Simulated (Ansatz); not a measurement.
Spin states of Ca₄, each relaxed with r2SCAN/def2-TZVP in Ansatz. Electronic energies in the gas phase.

The 6-31G sets use Cartesian d functions. B3LYP takes the VWN-RPA correlation. HSE06 is defined as in plane-wave codes, on full-range PBE exchange. Correlated methods freeze 20 core orbitals; core or outer-core shells of Ca are correlated, in sets that lack core-valence functions. HOMO above LUMO, or a gap near zero within one spin, warns that the state may not be the lowest or that an electron is smeared out. The structure comes from a short search, and lower isomers may exist.

Singlet geometry (Td within 0.1 Å):

```xyz
4

Ca    0.021   -1.085    2.011
Ca   -1.899    1.260   -0.166
Ca    0.047   -1.533   -1.693
Ca    1.831    1.358   -0.152
```

Triplet geometry (D2d within 0.1 Å):

Cartesian coordinates in Å:
```
Ca -1.8150 -0.7635 1.1003
Ca 1.3242 0.8989 1.5894
Ca -0.2881 1.6342 -1.5279
Ca 0.7789 -1.7695 -1.1618
```

Quintet geometry:

```xyz
4

Ca   -0.174   -0.177   -2.208
Ca    0.173   -2.013    0.925
Ca   -1.815    1.008    0.792
Ca    1.816    1.182    0.491
```

⟨S²⟩: triplet 2.03 at PBE0/def2-TZVP (pure 2.00), quintet 6.04 at PBE0/def2-TZVP (pure 6.00).

Run but left out: HF/6-31G (singlet: restricted singlet, unstable in another Hartree–Fock run and untested here); HF/def2-TZVP, HF/def2-TZVPP, PBE-QIDH/def2-TZVP (singlet: restricted singlet, unstable towards broken spin symmetry); MP2/def2-TZVP, MP2/def2-TZVPP, CCSD/def2-TZVPP, CCSD(T)/def2-TZVPP (triplet: ⟨S²⟩ 2.91, where a pure state has 2.00); GFN1-xTB, GFN2-xTB (tight binding far off the other levels); MP2/def2-TZVP, MP2/def2-TZVPP, CCSD/def2-TZVPP, CCSD(T)/def2-TZVPP (quintet: ⟨S²⟩ 6.71, where a pure state has 6.00).

Only these spin states were relaxed.

```json
{"level": "revPBE/def2-TZVP", "triplet − singlet (kJ/mol)": "57.8", "quintet − singlet (kJ/mol)": "145.7", "lowest of these": "singlet", "remarks": "–"}
{"level": "B97M-V/def2-TZVP", "triplet − singlet (kJ/mol)": "73.7", "quintet − singlet (kJ/mol)": "169.1", "lowest of these": "singlet", "remarks": "gap within one spin near zero (quintet)"}
{"level": "B3LYP/6-31G", "triplet − singlet (kJ/mol)": "81.6", "quintet − singlet (kJ/mol)": "210.0", "lowest of these": "singlet", "remarks": "–"}
{"level": "HSE06/def2-TZVP", "triplet − singlet (kJ/mol)": "67.7", "quintet − singlet (kJ/mol)": "165.5", "lowest of these": "singlet", "remarks": "–"}
```

Problem. Estimate the rows for PBE/def2-TZVP, r2SCAN/def2-TZVP, PBE0/def2-TZVP, RPA@PBE/def2-TZVP.

Solution. 
```json
{"level": "PBE/def2-TZVP", "triplet − singlet (kJ/mol)": "60.0", "quintet − singlet (kJ/mol)": "153.2", "lowest of these": "singlet", "remarks": "–"}
{"level": "r2SCAN/def2-TZVP", "triplet − singlet (kJ/mol)": "45.0", "quintet − singlet (kJ/mol)": "122.9", "lowest of these": "singlet", "remarks": "spin-contaminated (⟨S²⟩ 2.14) (triplet), spin-contaminated (⟨S²⟩ 6.14) (quintet)"}
{"level": "PBE0/def2-TZVP", "triplet − singlet (kJ/mol)": "65.8", "quintet − singlet (kJ/mol)": "162.6", "lowest of these": "singlet", "remarks": "–"}
{"level": "RPA@PBE/def2-TZVP", "triplet − singlet (kJ/mol)": "120.0", "quintet − singlet (kJ/mol)": "256.1", "lowest of these": "singlet", "remarks": "–"}
```
